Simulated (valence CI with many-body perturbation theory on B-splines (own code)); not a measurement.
# Which ion has this spectrum?

A relativistic CI+MBPT calculation for an atom or ion with 13 electrons gives these levels (eV):

| J | Parity | E | g |
| --- | --- | --- | --- |
| 1/2 | odd | 0.00 | 0.65 |
| 1/2 | even | 149.56 | 2.14 |
| 3/2 | odd | 260.77 | 1.32 |
| 3/2 | even | 383.21 | 1.64 |
| 5/2 | even | 399.58 | 1.34 |
| 3/2 | even | 419.49 | 0.96 |
| 1/2 | even | 428.56 | 1.25 |
| 3/2 | even | 474.13 | 0.83 |
| 5/2 | even | 525.63 | 1.20 |
| 3/2 | odd | 567.22 | 1.14 |
| 3/2 | odd | 580.66 | 0.65 |
| 5/2 | odd | 592.39 | 1.03 |
| 1/2 | odd | 616.40 | 0.39 |
| 3/2 | odd | 621.44 | 1.29 |

The energies are calculated, and their last digits are not significant.

Which is it?
A. Tm56+
B. Hf59+
C. Dy53+
D. Er55+

A. Tm56+, ground level (3s^2 3p1/2) J=1/2.
